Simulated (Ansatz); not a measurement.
System: ZrO$_{3}$ (charge 0, singlet). 
Coordinates optimised at B3LYP-D3(BJ)/def2-TZVP (Ansatz, an electronic-structure program):
```xyz
4

Zr     0.0277    -0.2201     0.3424
O     -0.0581    -1.6591    -0.6711
O      0.7036     1.3783    -0.5815
O     -0.7841     1.3810    -0.4594
```
Charge 0, spin multiplicity 1.

Quantity: atomisation energy (electronic, to ground-state atoms), in eV. Cores are frozen in the correlated levels unless marked. Open shells are spin-unrestricted. Spin-orbit coupling is left out. Frozen are the shells of the preceding noble gas and the d and f shells that filled before the atom's block. In def2 rows, elements after Kr have scalar-relativistic effective core potentials. The coupled-cluster limit lacks core correlation, which all-electron functionals hold. CBS(X,Y): correlation extrapolated as X^-3; Hartree-Fock from the larger set. [CCSD(T)-MP2]/basis is that difference in the basis named.

```
level            program  atomisation energy (eV)
---------------  -------  -----------------------
HF/def2-SVP       Ansatz                     7.49
HF/def2-TZVPP     Ansatz                     7.67
BLYP/def2-TZVPD   Ansatz                    18.29
PBE0/def2-TZVP    Ansatz                    17.18
```

### Question
Predict the RI-MP2/CBS(def2-TZVPPD,def2-QZVPPD)+[CCSD(T)-MP2]/def2-TZVPPD result (Ansatz).

### Answer
17.43 eV, so PBE0/def2-TZVP differs from it by -0.25 eV.
